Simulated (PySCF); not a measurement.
Molecule: `C1C([BH2-][AsH3+])C1`, C$_{3}$H$_{10}$AsB.

Atoms are numbered as in `[AsH3+:1][BH2-:2][CH:3]1[CH2:4][CH2:5]1`. Hydrogens are named by the atom that carries them. Ha(C4), Ha(C5) are cis to B2 on the ring; Hb(C4), Hb(C5) are trans to B2 on the ring.

Geometry PBE0-D3(BJ)/def2-SVP throughout; GIAO in PySCF, gas phase, one conformer, non-relativistic; equivalent atoms averaged; basis pcSseg-1.

Q: How do the absolute shieldings σ depend on the functional? (ppm; last column core-seconds on 1 thread of an Arm Neoverse V1, shared host; the GGAs took longer than the global hybrids here, which isn't the general rule, and the cause wasn't traced)

A: 
```
functional                    kind     As1     B2  C4/C5     C3  H(As1)  H(B2)  Hb(C4)/Hb(C5)  Ha(C4)/Ha(C5)  H(C3)  core-s
        HF            Hartree–Fock  1761.4  134.1  187.1  199.5   27.84  30.02          31.36          31.77  32.54     8.3
       LDA                     LDA  1627.8  116.8  171.3  181.2   26.66  28.48          30.26          30.73  31.10      21
       PBE                     GGA  1617.8  118.7  170.6  180.7   27.21  28.96          30.67          31.13  31.56      25
      BLYP                     GGA  1579.6  113.2  166.2  175.5   27.47  29.13          30.85          31.30  31.75      26
      BP86                     GGA  1612.5  118.1  170.2  180.4   27.26  29.00          30.75          31.19  31.64      25
      OPBE                     GGA  1621.6  126.1  175.2  185.8   27.18  29.08          30.71          31.14  31.60      24
       KT2                     GGA  1683.0  122.9  174.8  184.8   27.26  28.95          30.67          31.17  31.60      24
       KT3                     GGA  1643.4  122.9  173.5  183.3   27.48  29.21          30.83          31.29  31.75      24
     B97-D                     GGA  1589.3  118.0  170.3  180.0   27.44  29.21          30.90          31.34  31.81      24
     B3LYP           global hybrid  1619.7  118.1  171.2  181.4   27.51  29.29          30.92          31.35  31.87      16
      PBE0           global hybrid  1664.0  124.2  176.2  187.3   27.31  29.20          30.80          31.24  31.77      15
  mPW1PW91           global hybrid  1652.8  123.6  175.3  186.5   27.37  29.26          30.86          31.28  31.82      15
      WP04           global hybrid  1533.9  112.2  163.1  172.5   27.99  29.76          31.15          31.47  32.02      19
     B97-2           global hybrid  1641.2  123.7  175.5  186.3   27.44  29.33          30.92          31.34  31.88      19
 BHandHLYP           global hybrid  1676.4  124.3  177.6  188.7   27.60  29.54          31.04          31.46  32.07      19
 CAM-B3LYP  range-separated hybrid  1641.7  121.3  175.2  185.9   27.46  29.32          30.88          31.29  31.85      25
   wB97X-D  range-separated hybrid  1654.0  125.4  176.6  188.2   27.50  29.40          30.94          31.35  31.94      24
   LC-wPBE  range-separated hybrid  1665.3  128.4  180.9  192.8   27.41  29.43          30.87          31.25  31.85      32
```

Q: Which nucleus moves most, in ppm?

A: As1 (arsenic bonded to B, 3 H): from 1533.9 ppm with WP04 to 1761.4 ppm with HF. The smallest spread is 1.04 ppm, at Ha(C4)/Ha(C5). Proton shifts span only some 12 ppm, so a few tenths of a ppm matter as much there as several ppm in carbon.

Relativistic effects, spin–orbit coupling among them, are left out; they matter for As and for the light atoms bonded to it.
